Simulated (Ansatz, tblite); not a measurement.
Cost and result up the ladder for (CuNH2)2 ring (Cu2N2H4) (8 atoms). Charge 0, multiplicity 1. Geometry: r2SCAN-D4/def2-SVP.

Cartesian coordinates in Å:
```
Cu -0.425 0.606 -0.827
N -0.204 1.256 1.024
Cu 0.425 -0.605 0.827
N 0.204 -1.256 -1.024
H -1.025 1.463 1.598
H 0.461 2.005 1.230
H -0.461 -2.005 -1.230
H 1.025 -1.464 -1.598
```

Ansatz on 4 threads of Arm Neoverse V2 on a shared host; xTB runs through tblite on one thread. Times are rough, summed over both states, and most runs start from the orbitals of an earlier one. PBE0-D4/def2-TZVP serves as the yardstick here, not as an exact answer. The other state is a triplet.

The xTB rows come from tblite.

xTB has no spin-polarisation term.

```csv
level,functions,wall time,vertical triplet (eV),difference from PBE0-D4/def2-TZVP (eV)
GFN2-xTB,30,0.006 s,4.06,1.78
GFN1-xTB,34,0.008 s,3.59,1.31
PBE-D4/def2-TZVP (with forces),176,7.3 s,1.90,-0.38
r2SCAN-D4/def2-TZVP,176,16 s,1.79,-0.49
PBE0-D4/def2-TZVP,176,22 s,2.28,0.00
```
